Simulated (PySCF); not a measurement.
Si(H)(PH2)3 (H₇P₃Si), SMILES P[SiH](P)P. Atoms are numbered in the order given.

```xyz
11

Si     0.1490     0.0484    -0.5441
P      0.3469     2.1122     0.4003
P     -2.0039    -0.6943    -0.4562
P      1.3988    -1.5011     0.5694
H      0.5210     0.1749    -1.9845
H      0.2112     1.6043     1.7300
H      1.7777     2.0899     0.4401
H     -2.5602     0.5632    -0.8490
H     -2.1280    -0.4198     0.9416
H      2.6422    -0.9654     0.1099
H      1.3241    -2.4771    -0.4735
```
Charge 0, spin multiplicity 1.

Geometry: B3LYP-D3(BJ)/def2-SVP. The structure was generated by enumeration, and PubChem lists no compound with its InChIKey, so it may never have been made. Other conformers were not sampled.

Two levels are set side by side: PBE/pcSseg-1 (PySCF) and KT2/pcSseg-1 (PySCF). GIAO shifts against PH3 (³¹P), TMS (²⁹Si), TMS (¹H) at the same level; non-relativistic, no solvent, atoms listed together averaged. Differences are taken from unrounded values.

```csv
quantity,KT2
δ(²⁹Si) of Si1 (ppm),-19.9
δ(¹H) of H5 (ppm),5.46
```

Question: What does PBE give, and how far is it from KT2? (Estimate from the structure and the level; the computed values follow.)

Answer: 
```json
[
 {"quantity": "δ(²⁹Si) of Si1 (ppm)", "PBE": "-16.7", "PBE minus KT2": "3.2"},
 {"quantity": "δ(¹H) of H5 (ppm)", "PBE": "5.51", "PBE minus KT2": "0.05"}
]
```

Rough cost on one machine, each run with all the roots and properties that it gave: KT2 against PBE within a factor of 2.
